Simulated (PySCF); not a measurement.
C9H10.
Numbering: `[CH3:1][c:2]1[cH:3][cH:4][c:5]2[c:6]([cH:7]1)[CH2:8][CH2:9]2` (hydrogens: H10, H11, H12 on C1; H13 on C3; H14 on C4; H15 on C7; H16, H17 on C8; H18, H19 on C9)

Structure used (PBE0-D3(BJ)/def2-SVP), in Å, numbered top down from 1:
```xyz
19
C9H10 angstrom
C      3.016   -0.470   -0.438
C      1.581   -0.123   -0.155
C      1.266    1.044    0.563
C     -0.051    1.439    0.833
C     -1.047    0.607    0.349
C     -0.752   -0.554   -0.361
C      0.547   -0.952   -0.631
C     -2.210   -0.920   -0.540
C     -2.542    0.388    0.260
H      3.174   -1.559   -0.441
H      3.693   -0.030    0.307
H      3.327   -0.094   -1.427
H      2.091    1.664    0.926
H     -0.254    2.353    1.398
H      0.784   -1.866   -1.183
H     -2.529   -1.854   -0.052
H     -2.572   -0.929   -1.580
H     -3.056    0.223    1.221
H     -3.103    1.148   -0.307
```

Level of theory: TDDFT B3LYP/def2-SVPD, vertical, gas phase, core orbitals frozen in the response (PySCF).

Excitation energies and transition dipoles (atomic units, axes of the coordinates) of those of the lowest 10 singlets that add 0.02 au or more to the mean polarisability:

| state | ΔE (hartree) | μx | μy | μz |
| --- | --- | --- | --- | --- |
| S1 | 0.1862 | 0.554 | 0.152 | 0.074 |
| S2 | 0.2123 | -0.315 | 0.034 | 0.055 |
| S4 | 0.2373 | -0.093 | 0.134 | -0.054 |
| S5 | 0.2413 | -0.641 | 1.196 | 0.772 |
| S6 | 0.2439 | 0.068 | 0.039 | -0.059 |
| S7 | 0.2455 | 1.583 | 0.172 | 0.039 |
| S8 | 0.2456 | -1.369 | -0.356 | -0.170 |
| S9 | 0.2528 | -0.035 | 0.130 | -0.177 |

Task: What does each state add to αxx, αyy and αzz, and how do the sums compare with the full static tensor?

Result: Each state adds 2 μα² / ΔE.

```tsv
state	αxx (au)	αyy (au)	αzz (au)
S1	3.30	0.25	0.06
S2	0.94	0.01	0.03
S4	0.07	0.15	0.02
S5	3.40	11.85	4.94
S6	0.04	0.01	0.03
S7	20.42	0.24	0.01
S8	15.25	1.03	0.24
S9	0.01	0.13	0.25
all 10 states	43.5	13.7	5.6
full response	138.0	96.8	78.4
share (%)	31	14	7
```

The rest comes from the higher roots of the same response equations.

Task: Give the full tensor and its principal values.

Result: In au, rows and columns x, y, z:
```
x   138.0   0.6  -2.1
y     0.6  96.8  18.1
z    -2.1  18.1  78.4
```
Principal values 67.2, 107.9 and 138.1 au; mean 104.4 au (15.47 Å³).

Task: By how much does the contribution of these states grow at 1064 nm?

Result: With ω = 0.0428 hartree each state's term in the mean polarisability goes from f / ΔE² to f / (ΔE² − ω²), f = (2/3) ΔE |μ|²; the sum over all 10 states goes from 20.93 to 21.63 au, a rise of 0.70 au.

A one-level model with all 46 active electrons at a single energy would need ΔE = √(N/α) = 18.1 eV to give this α, against S1 at 5.07 eV.
